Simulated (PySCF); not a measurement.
AsH5, SMILES [AsH5].

Coordinates come from a PBE-D3(BJ)/def2-TZVP optimisation.

The numbers are results of PBE-D3(BJ)/def2-TZVP (PySCF 2.14.0), not measurements.

Frequencies are harmonic and unscaled.

Modes within 1.5 cm⁻¹ of each other (mostly degenerate sets) share a row, with their intensities summed.

| mode | ν (cm⁻¹) | IR (km/mol) | moving atoms (share of kinetic energy) |
|---|---|---|---|
| 1–2 | 438 | 26.9 | H 99 % |
| 3–5 | 1007 | 554.0 | H 96 % |
| 6–7 | 1244 | 0.0 | H 100 % |
| 8 | 1627 | 0.0 | H 100 % |
| 9 | 1676 | 828.3 | H 98 % |
| 10–11 | 2021 | 241.0 | H 98 % |
| 12 | 2045 | 0.0 | H 100 % |
